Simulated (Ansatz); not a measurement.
Worked example: BH2Br + C2H7N → BH2(NH2) + C2H5Br

Species: BH2Br `BBr`, singlet; C2H7N (ethanamine) `CCN`, singlet; BH2(NH2), singlet; C2H5Br (bromoethane) `CCBr`, singlet. The partners trade Br for NH2: B–Br and C–NH2 bonds give way to B–NH2 and C–Br.

Shapes, held fixed at every level: PBE0-D4/def2-TZVP. Flexible molecules stand in one conformer, not always the lowest. Programs: Ansatz 0.2.0. The zero-point and thermal change to 298 K, harmonic and unscaled (PBE0-D4/def2-TZVP), is +1.7 kJ/mol.

At CCSD(T)/def2-TZVPP; 1 Eh = 2625.50 kJ/mol:

| species | energy (Eh) |
| --- | --- |
| BH2Br | -2598.702326 |
| C2H7N | -134.942757 |
| BH2(NH2) | -81.891559 |
| C2H5Br | -2651.785490 |

Q: Work out ΔH(298 K) of the reaction at this level.

A: 
1. Products less reactants: (-81.891559) + (-2651.785490) − [(-2598.702326) + (-134.942757)] = -0.031966 Eh = -83.9 kJ/mol.
2. With the thermal change: -83.9 + (+1.7) = -82.2 kJ/mol.

Other levels give -86.7 (wB97M-V/def2-TZVPP) to -70.4 kJ/mol (HF/def2-SVP). No measured value is set beside it here. Relativity is left out for Br unless named. Correlated rows may include outer-core shells of Br, which these sets cover unevenly.
